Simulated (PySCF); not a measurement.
# `C=C/C=C/C(C)=O`: 4 charge schemes on one density

Compound: C6H8O.
Cartesian coordinates in Å at the GFN2-xTB level; atoms count from 1:
```xyz
15
C6H8O angstrom
C     -3.2608   -0.0623   -0.4397
C     -2.0468   -0.5228   -0.1449
C     -0.8415    0.2145   -0.4153
C      0.3967   -0.2119   -0.1224
C      1.5793    0.6115   -0.4142
C      2.8932   -0.0105   -0.0045
O      1.5092    1.7026   -0.9376
H     -4.1535   -0.6236   -0.2230
H     -3.3964    0.8984   -0.9089
H     -1.9281   -1.4899    0.3270
H     -0.9481    1.1856   -0.8827
H      0.5628   -1.1736    0.3428
H      3.0280   -0.9571   -0.5242
H      3.7156    0.6574   -0.2452
H      2.8859   -0.2103    1.0652
```

Density: PBE0/pcSseg-1 (PySCF); schemes: Mulliken, IAO, Hirshfeld and ESP-fitted. Geometry: GFN2-xTB, one conformer, isolated molecule.

Q: What partial charge does each atom carry?

A: In e:

```tsv
atom	environment	Mulliken	IAO	Hirshfeld	ESP-fitted
C1	terminal =CH2 carbon	-0.118	-0.284	-0.073	-0.429
C2	alkene CH carbon	-0.176	-0.138	-0.040	-0.077
C3	alkene CH carbon	-0.029	-0.081	-0.015	+0.026
C4	alkene CH carbon	-0.242	-0.225	-0.068	-0.527
C5	ketone carbonyl carbon	+0.202	+0.376	+0.153	+0.807
C6	methyl carbon next to a carbonyl	-0.256	-0.478	-0.125	-0.634
O7	ketone oxygen	-0.368	-0.430	-0.243	-0.548
H8	vinylic hydrogen	+0.125	+0.160	+0.055	+0.192
H9	vinylic hydrogen	+0.124	+0.155	+0.054	+0.198
H10	vinylic hydrogen	+0.104	+0.149	+0.051	+0.147
H11	vinylic hydrogen	+0.124	+0.167	+0.051	+0.147
H12	vinylic hydrogen	+0.098	+0.143	+0.045	+0.195
H13	methyl hydrogen	+0.137	+0.160	+0.053	+0.167
H14	methyl hydrogen	+0.136	+0.165	+0.050	+0.168
H15	methyl hydrogen	+0.137	+0.160	+0.053	+0.168
```

Mean size of the charges over all atoms: ESP-fitted 0.295 e, IAO 0.218 e, Mulliken 0.159 e, Hirshfeld 0.075 e. Each set sums to the total charge, 0, to within 0.001 e. The IAO scheme counts the electrons in orthogonalised intrinsic atomic orbitals, a minimal basis polarised so that it spans the occupied orbitals exactly.

Lowest charge. The schemes don't all agree: Mulliken O7 (-0.368); IAO C6 (-0.478); Hirshfeld O7 (-0.243); ESP-fitted C6 (-0.634).

Highest charge. All schemes agree: Mulliken C5 (+0.202); IAO C5 (+0.376); Hirshfeld C5 (+0.153); ESP-fitted C5 (+0.807).

Q: Sum the charges by element, for elements with more than one atom.

A: 
| element | atoms | Mulliken | IAO | Hirshfeld | ESP-fitted |
| --- | --- | --- | --- | --- | --- |
| C | 6 | -0.619 | -0.829 | -0.168 | -0.834 |
| H | 8 | +0.987 | +1.259 | +0.412 | +1.382 |

Q: How closely do the schemes follow one another over all atoms?

A: Correlation coefficient and root-mean-square difference: Mulliken with IAO 0.96, 0.091 e; IAO with ESP-fitted 0.95, 0.154 e; IAO with Hirshfeld 0.95, 0.160 e; Mulliken with Hirshfeld 0.95, 0.093 e; Hirshfeld with ESP-fitted 0.92, 0.287 e; Mulliken with ESP-fitted 0.90, 0.224 e.

Q: How many electrons does the IAO scheme count on O7?

A: Z − q = 8 − (-0.430) = 8.430.
